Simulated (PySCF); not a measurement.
IIn, charge -1, doublet, at a GFN2-xTB geometry (such geometries of metal compounds can be far from the true shape) (a state made from the parent by changing its charge; the spin is typed, not shown lowest) (core potentials on I, In) (in this run its highest filled SCF level lies above zero, so its values depend strongly on the basis, on diffuse functions most of all), with bond 2-1 at 1.3 times its length; TPSS/def2-SVP (PySCF).

Input for PySCF:
```python
from pyscf import gto, scf, dft

mol = gto.M(
    atom='''
In   -0.00000000   -0.00000000   -1.55479354
I     0.00000000    0.00000000    2.33512389
''',
    basis='def2-svp',
    ecp={'I': 'def2-svp', 'In': 'def2-svp'},
    charge=-1,
    spin=1,
    verbose=4,
)

mf = dft.UKS(mol)
mf.xc = 'tpss'
mf.kernel()
mf.analyze()
```

The log (banner, timings and long lists left out):

```
PySCF version 2.14.0

[INPUT] verbose = 4
[INPUT] num. atoms = 2
[INPUT] num. electrons = 47
[INPUT] charge = -1
[INPUT] spin (= nelec alpha-beta = 2S) = 1
[INPUT] symmetry False subgroup None
[INPUT] Mole.unit = angstrom
[INPUT] Symbol           X                Y                Z      unit          X                Y                Z       unit  Magmom
[INPUT]  1 In     0.000000000000   0.000000000000  -1.554793540000 AA    0.000000000000   0.000000000000  -2.938133970843 Bohr   0.0
[INPUT]  2 I      0.000000000000   0.000000000000   2.335123890000 AA    0.000000000000   0.000000000000   4.412744619029 Bohr   0.0

nuclear repulsion = 71.4200341607251
number of shells = 20
number of NR pGTOs = 122
number of NR cGTOs = 52
basis = def2-svp
ecp = {'I': 'def2-svp', 'In': 'def2-svp'}

******** <class 'pyscf.dft.uks.UKS'> ********
method = UKS
initial guess = minao
damping factor = 0
level_shift factor = 0
DIIS = <class 'pyscf.scf.diis.CDIIS'>
diis_start_cycle = 1
diis_space = 8
diis_damp = 0
SCF conv_tol = 1e-09
SCF conv_tol_grad = None
SCF max_cycles = 50
direct_scf = True
direct_scf_tol = 1e-13
number electrons alpha = 24  beta = 23
XC library pyscf.dft.libxc version 7.1.2
    S. Lehtola, C. Steigemann, M. J. T. Oliveira, and M. A. L. Marques,  SoftwareX 7, 1–5 (2018)
XC functionals = tpss
    J. Tao, J. P. Perdew, V. N. Staroverov, and G. E. Scuseria,  Phys. Rev. Lett. 91, 146401 (2003)
    J. P. Perdew, J. Tao, V. N. Staroverov, and G. E. Scuseria,  J. Chem. Phys. 120, 6898 (2004)
    J. Tao, J. P. Perdew, V. N. Staroverov, and G. E. Scuseria,  Phys. Rev. Lett. 91, 146401 (2003)
    J. P. Perdew, J. Tao, V. N. Staroverov, and G. E. Scuseria,  J. Chem. Phys. 120, 6898 (2004)
radial grids:
    Treutler-Ahlrichs [JCP 102, 346 (1995); DOI:10.1063/1.469408] (M4) radial grids

becke partition: Becke, JCP 88, 2547 (1988); DOI:10.1063/1.454033
pruning grids: <function nwchem_prune>
grids dens level: 3
symmetrized grids: False
atomic radii adjust function: <function treutler_atomic_radii_adjust>
small_rho_cutoff = 0
Set gradient conv threshold to 3.16228e-05
tot grids = 43832
init E= -435.727919806971

cycle= 1 E= -485.524968187734  delta_E= -49.8  |g|= 2.52  |ddm|= 10.5
cycle= 2 E= -481.06351742926  delta_E= 4.46  |g|= 2.52  |ddm|= 7.75
cycle= 3 E= -485.208444109467  delta_E= -4.14  |g|= 1.24  |ddm|= 13.2
cycle= 4 E= -487.672999907865  delta_E= -2.46  |g|= 0.284  |ddm|= 11.5
cycle= 5 E= -487.6480468526  delta_E= 0.025  |g|= 0.24  |ddm|= 0.909
cycle= 6 E= -487.720189794696  delta_E= -0.0721  |g|= 0.0596  |ddm|= 0.616
cycle= 7 E= -487.723151352582  delta_E= -0.00296  |g|= 0.00888  |ddm|= 0.135
cycle= 8 E= -487.723173526505  delta_E= -2.22e-05  |g|= 0.00502  |ddm|= 0.0153
cycle= 9 E= -487.72320633371  delta_E= -3.28e-05  |g|= 0.00107  |ddm|= 0.00956
cycle= 10 E= -487.723208121698  delta_E= -1.79e-06  |g|= 0.000271  |ddm|= 0.00396
cycle= 11 E= -487.72320822683  delta_E= -1.05e-07  |g|= 8.01e-05  |ddm|= 0.000651
cycle= 12 E= -487.723208236222  delta_E= -9.39e-09  |g|= 1.67e-05  |ddm|= 0.000256
cycle= 13 E= -487.723208236656  delta_E= -4.34e-10  |g|= 2.03e-06  |ddm|= 5.81e-05
Extra cycle  E= -487.723208236667  delta_E= -1.11e-11  |g|= 1.98e-06  |ddm|= 1.82e-05
converged SCF energy = -487.723208236667  <S^2> = 0.75318037  2S+1 = 2.0031778
**** SCF Summaries ****
Total Energy =                        -487.723208236667347
Nuclear Repulsion Energy =              71.420034160725095
One-electron Energy =                -1004.921228678749799
Two-electron Energy =                  445.777986281357300
Two-electron Coulomb Energy =          484.663118757319467
DFT Exchange-Correlation Energy =      -38.885132475962166
**** MO energy ****
                             alpha | beta                alpha | beta
MO #1   energy= -6.40001963235696  | -6.40004310233613  occ= 1 | 1
MO #2   energy= -4.45225694018166  | -4.45235000899653  occ= 1 | 1
MO #3   energy= -4.44910439093039  | -4.44913020925661  occ= 1 | 1
MO #4   energy= -4.44855777699902  | -4.44850557202866  occ= 1 | 1
MO #5   energy= -4.34981904012998  | -4.34923799982107  occ= 1 | 1
MO #6   energy= -2.78540552943515  | -2.78546068793648  occ= 1 | 1
MO #7   energy= -2.78264605145583  | -2.78264565862518  occ= 1 | 1
MO #8   energy= -2.77620547179743  | -2.77441544415291  occ= 1 | 1
MO #9   energy= -1.56736278819354  | -1.56747164247818  occ= 1 | 1
MO #10  energy= -1.56664613623026  | -1.56675123927229  occ= 1 | 1
MO #11  energy= -1.56619642509965  | -1.56622507641402  occ= 1 | 1
MO #12  energy= -1.5636619322554   | -1.56362717993865  occ= 1 | 1
MO #13  energy= -1.56364523902688  | -1.56360565530704  occ= 1 | 1
MO #14  energy= -0.529611491002912 | -0.529275994828047 occ= 1 | 1
MO #15  energy= -0.529349327484735 | -0.529070142453709 occ= 1 | 1
MO #16  energy= -0.524549911106928 | -0.521250681545349 occ= 1 | 1
MO #17  energy= -0.521735224617181 | -0.518418957226444 occ= 1 | 1
MO #18  energy= -0.520497022544726 | -0.516638416211163 occ= 1 | 1
MO #19  energy= -0.386181754258317 | -0.386365114171218 occ= 1 | 1
MO #20  energy= -0.158509457256948 | -0.136811956562502 occ= 1 | 1
MO #21  energy= -0.0267687899885862 | -0.0261006091137377 occ= 1 | 1
MO #22  energy= -0.0176998661533464 | -0.0178196399905062 occ= 1 | 1
MO #23  energy= -0.0167888454446151 | -0.0159538321318783 occ= 1 | 1
MO #24  energy= 0.0375982804031816 | 0.0615398262879694 occ= 1 | 0
MO #25  energy= 0.0510559991375628 | 0.0767567589757623 occ= 0 | 0
MO #26  energy= 0.0714278360151432 | 0.0819358363394039 occ= 0 | 0
MO #27  energy= 0.262843294125862  | 0.269878266905677  occ= 0 | 0
MO #28  energy= 0.297581169566467  | 0.302365860057444  occ= 0 | 0
MO #29  energy= 0.297783517344739  | 0.313824265927267  occ= 0 | 0
MO #30  energy= 0.316352469908648  | 0.321423184923298  occ= 0 | 0
MO #31  energy= 0.422974670021401  | 0.430008949748693  occ= 0 | 0
MO #32  energy= 0.449680927769061  | 0.46322787204643   occ= 0 | 0

spin_pop of  0 In 4s       -0.00001
spin_pop of  0 In 5s        0.00147
spin_pop of  0 In 6s        0.00035
spin_pop of  0 In 7s       -0.00132
spin_pop of  0 In 4px       0.00001
spin_pop of  0 In 4py       0.00120
spin_pop of  0 In 4pz       0.00450
spin_pop of  0 In 5px       0.00029
spin_pop of  0 In 5py       0.00025
spin_pop of  0 In 5pz       0.00086
spin_pop of  0 In 6px       0.00023
spin_pop of  0 In 6py       0.20619
spin_pop of  0 In 6pz       0.76737
spin_pop of  0 In 7px       0.01786
spin_pop of  0 In 7py       0.00195
spin_pop of  0 In 7pz       0.00719
spin_pop of  0 In 4dxy     -0.00445
spin_pop of  0 In 4dyz     -0.00238
spin_pop of  0 In 4dz^2    -0.00193
spin_pop of  0 In 4dxz     -0.00555
spin_pop of  0 In 4dx2-y2   -0.00006
spin_pop of  0 In 5dxy      0.00507
spin_pop of  0 In 5dyz      0.00237
spin_pop of  0 In 5dz^2     0.00210
spin_pop of  0 In 5dxz      0.00538
spin_pop of  0 In 5dx2-y2   -0.00027
spin_pop of  1 I 4s        0.00000
spin_pop of  1 I 5s       -0.00001
spin_pop of  1 I 6s        0.00003
spin_pop of  1 I 7s        0.00004
spin_pop of  1 I 4px       0.00009
spin_pop of  1 I 4py      -0.00001
spin_pop of  1 I 4pz       0.00002
spin_pop of  1 I 5px      -0.00154
spin_pop of  1 I 5py      -0.00000
spin_pop of  1 I 5pz      -0.00000
spin_pop of  1 I 6px      -0.00073
spin_pop of  1 I 6py      -0.00028
spin_pop of  1 I 6pz       0.00859
spin_pop of  1 I 7px      -0.01625
spin_pop of  1 I 7py       0.00021
spin_pop of  1 I 7pz       0.00067
spin_pop of  1 I 4dxy      0.00019
spin_pop of  1 I 4dyz      0.00004
spin_pop of  1 I 4dz^2     0.00008
spin_pop of  1 I 4dxz     -0.00001
spin_pop of  1 I 4dx2-y2    0.00000
spin_pop of  1 I 5dxy      0.00021
spin_pop of  1 I 5dyz     -0.00004
spin_pop of  1 I 5dz^2     0.00003
spin_pop of  1 I 5dxz      0.00001
spin_pop of  1 I 5dx2-y2   -0.00000
In total            24.00000 | 23.00000

WARN: System has nonzero charge -1; the dipole moment is origin-dependent.
Location of origin: [0. 0. 0.]

Dipole moment(X, Y, Z, Debye):  0.00000,  0.00000, -5.90813
```
